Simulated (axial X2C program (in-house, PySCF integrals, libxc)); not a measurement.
**What spin–orbit coupling does to TcSe⁺**

Computed with an in-house relativistic program for diatomic molecules. Spin-free means the one-electron spin-free X2C Hamiltonian; two-component (2c) means X2C with spin–orbit coupling and atomic mean-field two-electron Coulomb and Gaunt terms, so the difference of the two also holds small scalar two-electron terms. Basis: Tc dyall-cv3z [12s12p8d5f3g], Se dyall-cv3z [8s9p6d4f1g] (cores contracted in-house); Gaussian nuclei, density fitting, unrestricted open shells. Masses: Tc 98.907 u, Se 79.917 u.

Spin-free state: M_S = 2, Λ = 1 (beyond evenly filled blocks: σα, π+α, δ+α, δ-α); fragments Tc+ + Se.

| level | Re (Å) | ωe (cm⁻¹) | De (eV) | μ (D) |
| --- | --- | --- | --- | --- |
| CCSD | 2.314 | 272.0 | 2.112 | n/a |
| CCSD(T) | 2.295 | 278.9 | 2.325 | n/a |
| BLYP | 2.245 | 333.9 | 3.746 | -3.42 |

Correlated methods: 12 electrons correlated (number of frozen shells: Tc 4 s, 3 p, 1 d; Se 3 s, 2 p, 1 d), 298 virtual spin orbitals or spinors in MP2, 90 natural virtuals in coupled cluster.

Dipoles are positive if Se is the positive end and refer to the centre of mass.

Two-component determinant lowest at the distance of the search:

Ω = 1 (⟨Sz⟩ = 2.00, ⟨Lz⟩ = -1.00 at HF); fragments Tc+ + Se.

```json
{"level": "CCSD", "Re (Å)": "2.315", "ωe (cm⁻¹)": "272.6", "De (eV)": "2.109", "μ (D)": "n/a"}
{"level": "CCSD(T)", "Re (Å)": "2.297", "ωe (cm⁻¹)": "279.6", "De (eV)": "2.315", "μ (D)": "n/a"}
{"level": "BLYP", "Re (Å)": "2.248", "ωe (cm⁻¹)": "331.0", "De (eV)": "3.743", "μ (D)": "-3.39"}
```

Problem. From the two tables, how do the constants change at the CCSD(T) level (2c against spin-free)?

Solution. At the CCSD(T) level Re increases by 0.002 Å and ωe increases by 0.7 cm⁻¹; De changes by -0.010 eV.

The state is a single determinant with fixed occupations, the lowest that a limited PBE0 search found. Dissociation energies refer to the lowest single-determinant-based atoms at the same level and basis. Density functionals use the spin component along the axis (collinear). Coupled cluster ran in a truncated set of natural virtual spinors; the MP2 energy of the rest was added. (T) has no such correction and the atoms are truncated less, which lowers De at CCSD(T) by a hundredth of an eV or more. The functionals have no current-density term, which raises determinants with orbital currents, atoms included. With several unpaired electrons one determinant need not be a pure state. Open-shell Ω = 0 determinants with evenly filled partner blocks cannot be reached by this program, so the Ω shown need not be the lowest component. The determinant is spin-polarised beyond a pure state at some levels (its spin-free form has ⟨S²⟩ too high), which makes Re and μ there less reliable. The T1 diagnostic is large, a sign of multireference character.
